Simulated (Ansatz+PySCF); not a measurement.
The numbers below are computed, except where a source is named.
**Several solutions for singlet Li₂F₂**

```xyz
4

Li    1.1047    0.0000    0.0000
Li   -1.1047    0.0000    0.0000
F     0.0000    1.2925    0.0000
F     0.0000   -1.2925    0.0000
```

Basis set: def2-SVP (spherical functions). Charge 0, multiplicity 1.

CASSCF(2,2) was run from several starts with Ansatz (development build ahead of 0.2.0) and PySCF 2.14.0. The starts are those of the Hartree–Fock orbitals from which the active space was taken at the frontier.

```
run  program                        start  converged  energy (hartree)  <S²>
  A   Ansatz      stability test followed        yes        -213.82642  0.00
  B   Ansatz  search for the lowest state        yes        -213.82642  0.00
  C    PySCF             program defaults        yes        -213.81213  0.00
  D   Ansatz      atomic start, no search        yes        -213.82642  0.00
```

(1) Which runs reached the lowest solution of this kind, and what is wrong with the others?

Answers

(1) A, B, D reached the lowest solution found. Converged but too high: C by 0.39 eV. Convergence only shows a stationary point; in CASSCF the end hangs on which orbitals enter the active space. Caution: other starts end on other solutions of this active space.
